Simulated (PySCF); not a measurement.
# ECD: `ClC1=C[C@H]2C[C@@H]1C=C2Cl`, C7H6Cl2

Molfile (atoms numbered from 1):
```
C7H6Cl2
     RDKit          3D

 15 16  0  0  0  0  0  0  0  0999 V2000
   -2.7047    1.5333   -0.4742 Cl  0  0  0  0  0  0  0  0  0  0  0  0
   -1.2655    0.7618    0.0048 C   0  0  0  0  0  0  0  0  0  0  0  0
   -0.3608    1.1427    0.8995 C   0  0  0  0  0  0  0  0  0  0  0  0
    0.7348    0.0865    0.8685 C   0  0  1  0  0  0  0  0  0  0  0  0
   -0.1268   -1.1650    0.6148 C   0  0  0  0  0  0  0  0  0  0  0  0
   -0.7847   -0.5411   -0.6307 C   0  0  2  0  0  0  0  0  0  0  0  0
    0.4657   -0.1708   -1.4155 C   0  0  0  0  0  0  0  0  0  0  0  0
    1.3693    0.2005   -0.5158 C   0  0  0  0  0  0  0  0  0  0  0  0
    2.9542    0.7750   -0.7479 Cl  0  0  0  0  0  0  0  0  0  0  0  0
   -0.3378    2.0235    1.5089 H   0  0  0  0  0  0  0  0  0  0  0  0
    1.4225    0.0840    1.7074 H   0  0  0  0  0  0  0  0  0  0  0  0
    0.4588   -2.0549    0.3903 H   0  0  0  0  0  0  0  0  0  0  0  0
   -0.8315   -1.3717    1.4186 H   0  0  0  0  0  0  0  0  0  0  0  0
   -1.5347   -1.1135   -1.1661 H   0  0  0  0  0  0  0  0  0  0  0  0
    0.5369   -0.1822   -2.4843 H   0  0  0  0  0  0  0  0  0  0  0  0
  1  2  1  0
  2  3  2  0
  3  4  1  0
  4  5  1  0
  5  6  1  0
  6  7  1  0
  7  8  2  0
  8  9  1  0
  6  2  1  0
  8  4  1  0
  3 10  1  0
  4 11  1  1
  5 12  1  0
  5 13  1  0
  6 14  1  6
  7 15  1  0
M  END
```

Theory: TDDFT B3LYP/def2-SVPD circular dichroism and optical rotation, one conformer, gas phase in PySCF 2.14.0. Geometry: GFN2-xTB.

States above about 6.4 eV lie in this functional's continuum (it starts at minus the energy of the highest occupied orbital, well below the true ionisation energy for most functionals) and depend on the basis.

(1) Assign R or S to each stereocentre.

(2) List the lowest 8 singlet excitations with oscillator and rotatory strengths.

## Answers

(1) C4 R, C6 R.

(2) Rotatory strengths R in 10⁻⁴⁰ esu² cm², velocity form and length form (origin at the centre of mass); f in length form.
| state | E (eV) | λ (nm) | f | R (velocity) | R (length) | main |
| --- | --- | --- | --- | --- | --- | --- |
| 1 | 4.57 | 271 | 0.003 | -40.9 | -41.4 | HOMO→LUMO 0.97 |
| 2 | 5.26 | 236 | 0.024 | +39.9 | +39.6 | HOMO−1→LUMO 0.76, HOMO→LUMO+1 0.21 |
| 3 | 5.81 | 213 | 0.004 | -2.8 | -2.5 | HOMO→LUMO+2 0.95 |
| 4 | 6.06 | 205 | 0.001 | -1.6 | -1.3 | HOMO→LUMO+3 0.91 |
| 5 | 6.11 | 203 | 0.068 | +102.0 | +102.9 | HOMO→LUMO+4 0.43, HOMO→LUMO+1 0.41 |
| 6 | 6.39 | 194 | 0.163 | +83.2 | +83.7 | HOMO→LUMO+4 0.48, HOMO→LUMO+1 0.28 |
| 7 | 6.43 | 193 | 0.001 | -2.1 | -2.0 | HOMO−2→LUMO 0.81, HOMO−1→LUMO+1 0.14 |
| 8 | 6.47 | 192 | 0.004 | -30.1 | -30.9 | HOMO−1→LUMO+1 0.78, HOMO−2→LUMO 0.14 |

Among the states computed, the strongest CD band (largest |R|) is state 5. The largest dissymmetry factor in size, g = 4R/(D+G), with D and G the electric and magnetic dipole strengths, is -0.11 for state 1 (velocity form, f = 0.003), among bands with |R| over 0.5. The mirror image has the same energies and oscillator strengths and all R with the opposite sign.
